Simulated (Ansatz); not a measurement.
Stepwise reaction of `FC(F)(F)OB(Cl)Cl` with hydrogen fluoride, as a gas-phase model of exchange steps in deposition or etching. ΔE in kJ/mol; ΔG adds harmonic PBE0-D4 terms to CCSD(T)/CBS, at 1 bar.

Gas-phase electronic energies from Ansatz, PBE0-D4/def2-TZVP geometries. CCSD(T)/CBS is the MP2 limit (def2-TZVPP, def2-QZVPP) plus CCSD(T) − MP2 in def2-TZVPP, frozen cores. This one scheme is used for every species. Functionals use def2-TZVPP. B3LYP here is the variant with VWN-RPA as its local correlation; programs differ in this. Each species was taken in one conformer, which may not be the lowest.

```
step                                          reaction  PBE-D4  B3LYP-D4  ωB97M-V  CCSD(T)/CBS  ΔG(500 K)
   2  `FB(Cl)OC(F)(F)F` + H–F → `FB(F)OC(F)(F)F` + HCl   -56.7     -66.4    -65.0        -61.3      -65.1
```

**Question.** Give the row of step 1, `FC(F)(F)OB(Cl)Cl` + H–F → `FB(Cl)OC(F)(F)F` + HCl. (Best estimate.)

**Answer.** Ansatz gave: 
| step | reaction | PBE-D4 | B3LYP-D4 | ωB97M-V | CCSD(T)/CBS | ΔG(500 K) |
| --- | --- | --- | --- | --- | --- | --- |
| 1 | `FC(F)(F)OB(Cl)Cl` + H–F → `FB(Cl)OC(F)(F)F` + HCl | -53.6 | -63.3 | -62.8 | -56.8 | -62.1 |

**Question.** By hand: ΔE of the 2 steps together at CCSD(T)/CBS.

**Answer.** (-56.8) + (-61.3) = -118.1 kJ/mol, or -59.0 kJ/mol a step.

In ΔE the steps differ by no more than 4.5 kJ/mol. All are downhill at CCSD(T)/CBS. ΔG lies between -65.1 and -62.1 kJ/mol a step. PBE-D4 differs from CCSD(T)/CBS by 3.2 to 4.6 kJ/mol a step. Only this route is followed, and other bonds may react first. Isolated molecules leave out the surface, adducts and barriers. Largest T1 diagnostic: 0.012.
